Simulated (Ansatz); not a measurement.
One change: `O=CN[SiH3]` becomes `NC=O`.

Ansatz, PBE0-D4/def2-TZVP geometries, multiplicity 1. Each molecule was computed in one conformer, which needn't be the lowest.

```
                                                                                  property  `O=CN[SiH3]`
                                            zero-point energy (PBE0-D4/def2-TZVP) / kJ/mol         161.7
                                                       LUMO energy (B3LYP/def2-TZVPP) / eV         -0.27
                                            size of the dipole moment (PBE/def2-TZVPP) / D          3.27
ideal-gas entropy at 298 K and 1 bar (rigid rotor, harmonic PBE0-D4/def2-TZVP) / J/(mol·K)           305
                                                     HOMO energy (ωB97M-V/def2-TZVPP) / eV        -10.31
                                                        LUMO energy (PBE0/def2-TZVPP) / eV          0.01
```

**Question.** Give the same properties after the change, and the shifts. (Estimate.)

**Answer.** The calculation gave: 
| property | `NC=O` | shift |
| --- | --- | --- |
| zero-point energy (PBE0-D4/def2-TZVP) / kJ/mol | 120.0 | -41.7 |
| LUMO energy (B3LYP/def2-TZVPP) / eV | 0.29 | 0.56 |
| size of the dipole moment (PBE/def2-TZVPP) / D | 3.82 | 0.55 |
| ideal-gas entropy at 298 K and 1 bar (rigid rotor, harmonic PBE0-D4/def2-TZVP) / J/(mol·K) | 257 | -48 |
| HOMO energy (ωB97M-V/def2-TZVPP) / eV | -10.04 | 0.27 |
| LUMO energy (PBE0/def2-TZVPP) / eV | 0.60 | 0.59 |

With PBE0 the HOMO rises by 0.28 eV and the LUMO rises by 0.59 eV, so the gap widens by about 0.31 eV. PBE moves the HOMO by 0.32 eV and ωB97M-V by 0.27 eV. The zero-point energy changes by -41.7 kJ/mol with -9 modes. Dipoles are sizes alone; their direction can turn.

B3LYP here is the variant with VWN-RPA as its local correlation; programs differ in this.
